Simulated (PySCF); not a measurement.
# Ionisation energy of Pb²⁺ by level of theory

Pb²⁺ [Xe] 4f14 5d10 6s2 (1S) → Pb³⁺ [Xe] 4f14 5d10 6s1 (2S), as a difference of total energies. All numbers are calculated (PySCF 2.14, scalar relativity by spin-free X2C-1e, in aug-cc-pVTZ-DK3). Correlated levels: valence: [Xe] 4f14 5d10 frozen. The calculations carry no spin-orbit coupling.

| method | ionisation energy (eV) |
| --- | --- |
| UHF | 29.778 |
| MP2 (valence) | 30.334 |
| SCS-MP2 (valence) | 30.445 |
| CCSD (valence) | 30.524 |

Errors of the correlated levels include the incompleteness of this basis and the frozen core.

With two correlated electrons CCSD is exact in that space.

Task: Which method comes closest to the reference value, and which is furthest?

Result: The reference is 31.937 eV (measured; NIST Atomic Spectra Database, ionization energies). Closest: CCSD (valence) (error -1.413 eV); furthest: UHF (error -2.159 eV).
